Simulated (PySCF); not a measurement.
# Dipole moment and polarisability of `COc1coc(C=O)p1`

Species: C5H5O3P.
Cartesian coordinates in Å at the GFN2-xTB level; atoms count from 1:
```
atom  x, y, z in Å
C1    -2.613    0.710    0.534
O2    -2.019   -0.406   -0.086
C3    -0.671   -0.373   -0.154
C4     0.049   -1.389   -0.729
O5     1.367   -1.225   -0.726
C6     1.719   -0.062   -0.143
C7     3.112    0.290   -0.047
O8     3.507    1.313    0.460
P9     0.407    0.912    0.447
H10   -2.373    1.633   -0.006
H11   -2.274    0.810    1.571
H12   -3.687    0.537    0.511
H13   -0.327   -2.291   -1.174
H14    3.802   -0.459   -0.479
```

Level: wB97X-D/def2-SVPD (PySCF), static field, nuclei fixed, core orbitals frozen in the response. The polarisability tensor in these axes (au):

```
x   131.84   6.19  -1.62
y     6.19  89.60  15.22
z    -1.62  15.22  66.85
```

Q: What are the eigenvalues, a third of the trace, and Δα (Δα² = ½Σ(αi − αj)² over the three pairs)?

A: Principal values 58.98, 96.58 and 132.74 au; mean 96.10 au = 14.24 Å³ = 15.84 × 10⁻⁴⁰ C²·m²/J; Δα = 63.88 au (66 % of the mean).

Q: What is the dipole moment, and where does it point?

A: (-3.19, -1.85, -0.73) D, 3.76 D in size, pointing from the negative to the positive side. Measured along this direction, the outermost atoms are O8 at the negative end and H12 at the positive end.

Q: Orientational against electronic polarisability at 273 K (dilute gas, rigid molecules)?

A: In Gaussian units μ²/3kT = 125.00 Å³ against 14.24 Å³, a ratio of 8.78; the Debye molar polarisation (4π/3)N_A(α + μ²/3kT) is 351.2 cm³/mol, leaving out the vibrational part.

Q: Form Σ f/ω² (atomic units) for the 8 lowest TDDFT singlets, given as eV and f, and set it beside the mean polarisability, which is this sum over all singlets: 3.56, 0.0008; 4.15, 0.2101; 4.69, 0.0875; 5.13, 0.0080; 6.26, 0.0000; 6.64, 0.0031; 6.69, 0.1440; 6.85, 0.0050.

A: They add up to 14.76 au, 15.4 % of the 96.10 au; the largest single term is 9.03 au, from the state at 4.15 eV. Terms in order: 0.05, 9.03, 2.95, 0.23, 0.00, 0.05, 2.38, 0.08 au. Higher excitations give the rest. The strengths listed sum to 0.459.

Q: Along which axes do the principal values lie, and how far do the nuclei extend along each?

A: Largest value along (0.99, 0.15, 0.01), where the nuclei span 7.26 Å; middle along (-0.13, 0.88, 0.46), 4.26 Å; least along (0.06, -0.45, 0.89), 1.78 Å. The response follows the extents in order.

Q: Find the Langevin capture rate constant for H3+ (3.023 u) meeting this molecule (143.998 u), k = 2.342 × 10⁻⁹ cm³/s × √(α in Å³ / reduced mass in u).

A: The reduced mass is 2.96 u, so k = 5.14 × 10⁻⁹ cm³/s. The formula leaves out the permanent dipole, which adds to the capture rate.

Isolated species at its GFN2-xTB geometry (one conformer only).

These values come from a run that also computed excited states. Hardware: one thread of an Arm Neoverse N1, shared host. Cost: 92 s wall, 1.0 GiB resident at most.
